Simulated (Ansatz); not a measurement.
C₃H₇NSi, SMILES `C#C[SiH2]CN`, relaxed with RKS PBE0-D4/def2-TZVP in Ansatz 0.2.0 from a PBE-D4/def2-SVP geometry. The force threshold is 0.005 eV/Å; the program also tests the step.

Charge 0, multiplicity 1.

Start:

```xyz
12

C    -2.544    0.303   -1.062
C    -1.477    0.694   -0.593
Si    0.148    1.204    0.116
C     1.015   -0.352    0.780
N     1.150   -1.338   -0.290
H    -3.487   -0.028   -1.477
H     0.958    1.863   -0.964
H    -0.097    2.186    1.231
H     2.024   -0.024    1.116
H     0.478   -0.688    1.707
H     0.220   -1.629   -0.617
H     1.611   -2.190    0.054
```

| step | energy (eV) | largest force (eV/Å) | largest move (Å) |
| --- | --- | --- | --- |
| 1 | -12583.9063 | 1.387 | 0.000 |
| 2 | -12583.9704 | 0.221 | 0.041 |
| 3 | -12583.9748 | 0.041 | 0.011 |
| 4 (rejected) | -12583.9743 | 0.082 | 0.017 |
| 5 | -12583.9751 | 0.016 | 0.008 |
| 6 | -12583.9751 | 0.007 | 0.002 |
| 7 | -12583.9751 | 0.002 | 0.001 |

End:

```xyz
12

C    -2.510    0.298   -1.052
C    -1.462    0.680   -0.590
Si    0.146    1.194    0.118
C     1.011   -0.338    0.778
N     1.128   -1.335   -0.277
H    -3.438   -0.028   -1.462
H     0.940    1.849   -0.949
H    -0.109    2.160    1.218
H     2.013   -0.027    1.092
H     0.490   -0.677    1.688
H     0.214   -1.598   -0.624
H     1.577   -2.177    0.061
```

Run time 15 s (4 threads of an Intel Xeon 6975P-C on a shared host); peak host memory 0.51 GiB.
